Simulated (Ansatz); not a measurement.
Cost and result for the atomization energy of `O[SiH2]C[Si](O)(F)F` (13 atoms, 12 bonds).

Z-matrix (Å, degrees):
```
Si
C 1 1.878
O 1 1.644 2 111.0
H 1 1.481 2 110.2 3 -116.9
H 1 1.489 2 108.2 3 123.2
Si 2 1.827 1 114.8 3 -60.5
H 2 1.095 1 108.3 3 60.9
H 2 1.096 1 109.1 3 177.5
H 3 0.960 1 116.6 2 54.0
O 6 1.618 2 111.5 1 158.7
F 6 1.600 2 109.8 1 37.2
F 6 1.588 2 111.5 1 -77.6
H 10 0.959 6 119.8 2 177.0
```

Total charge 0; spin multiplicity 1. All single points use the PBE0-D4/def2-TZVP geometry. It is one conformer, not always the lowest. Program: Ansatz. All runs use 2 threads of an AMD EPYC 7R13 on a shared host and a share of an NVIDIA H100 80 GB. Times are those of one run each, without the atoms' runs, and a repeat can differ threefold. Electronic energies, without spin–orbit coupling; frozen cores. CCSD(T)/CBS adds CCSD(T) − MP2 in def2-TZVPP to the MP2 limit, and its time is that of the two runs behind it. T1 = 0.011. B3LYP takes the VWN-RPA correlation (the form of Gaussian; ORCA's B3LYP/G).

CCSD(T)/CBS is a level of theory with its own doubt, some kJ/mol a heavy atom from the limit and from the frozen cores, so smaller differences don't rank the functionals.

```tsv
level	functions	atomization (kJ/mol)	difference from CCSD(T)/CBS	per bond
r2SCAN-D4/def2-TZVPP (with forces)	323	5235.2	-22.4	-1.9
MP2/def2-QZVPP	605	5337.7	80.1	6.7
PBE-D4/def2-TZVPP (with forces)	323	5265.3	7.7	0.6
ωB97M-V/def2-TZVPP (with forces)	323	5242.0	-15.6	-1.3
PBE0-D4/def2-TZVPP	323	5168.9	-88.7	-7.4
B3LYP-D4/def2-TZVPP (with forces)	323	5192.4	-65.2	-5.4
CCSD(T)/def2-TZVPP	323	5102.6	-155.0	-12.9
ωB97X-V/def2-TZVPP	323	5239.4	-18.2	-1.5
CCSD(T)/CBS(def2)	–	5257.6	0.0	0.0
B2PLYP/def2-TZVPP	323	5164.4	-93.2	-7.8
```

Task: Order the runs by time, with rough figures. (Estimate.)

Result: The calculation gave: PBE0-D4/def2-TZVPP 2.5 s; PBE-D4/def2-TZVPP (with forces) 2.8 s; B3LYP-D4/def2-TZVPP (with forces) 3.5 s; B2PLYP/def2-TZVPP 3.9 s; r2SCAN-D4/def2-TZVPP (with forces) 4.2 s; MP2/def2-QZVPP 4.8 s; ωB97X-V/def2-TZVPP 5 s; ωB97M-V/def2-TZVPP (with forces) 5 s; CCSD(T)/def2-TZVPP 8 s; CCSD(T)/CBS(def2) 13 s.

From PBE to PBE0 (25 % exact exchange), in def2-TZVPP and without D4, the atomization energy moves by −91.5 kJ/mol: exact exchange takes away binding that semilocal exchange gives to molecules. The D4 term adds +51.6 kJ/mol with B3LYP and +27.3 kJ/mol with PBE0; it sums over pairs of atoms, weighted by their polarisabilities, and B3LYP, whose exchange is more repulsive, gets the larger term. In def2-TZVPP, CCSD(T) changes the Hartree–Fock value by +1250.3 kJ/mol (the triples alone add +72.2 kJ/mol) and MP2 by +1391.3 kJ/mol; breaking electron pairs costs correlation energy, which Hartree–Fock lacks.
